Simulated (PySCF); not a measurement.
**How methods differ on the ionisation energy of Xe**

Xe [Xe] (1S) → Xe+ [Kr] 4d10 5s2 5p5 (2P), as a difference of total energies. Calculation: PySCF 2.14, in aug-cc-pwCVTZ-DK3 (10s9p7d4f1g, 109 functions); the spin-free X2C one-electron Hamiltonian (Gaussian nucleus). Correlated levels: valence: [Kr] 4d10 frozen; valence and next inner shell: [Ar] 3d10 frozen. The calculations carry no spin-orbit coupling.

```tsv
method	ionisation energy (eV)
UHF	11.449
LDA	12.625
PBE	12.329
PBE0	12.390
r2SCAN	12.414
LC-wPBE	12.406
M06	12.067
MP2 (valence)	12.299
SCS-MP2 (valence)	12.231
MP2 (valence and next inner shell)	12.457
```

Problem. Estimate what SCS-MP2 (valence and next inner shell) gives.

Solution. 12.342 eV, closest to PBE among the rows shown.

Problem. Estimate what CAM-B3LYP gives.

Solution. 12.444 eV, closest to MP2 (valence and next inner shell) among the rows shown.

Errors of the correlated levels include the incompleteness of this basis and the frozen core.

For comparison: 12.565 eV (measured; NIST levels, between the centres of gravity of the two terms).
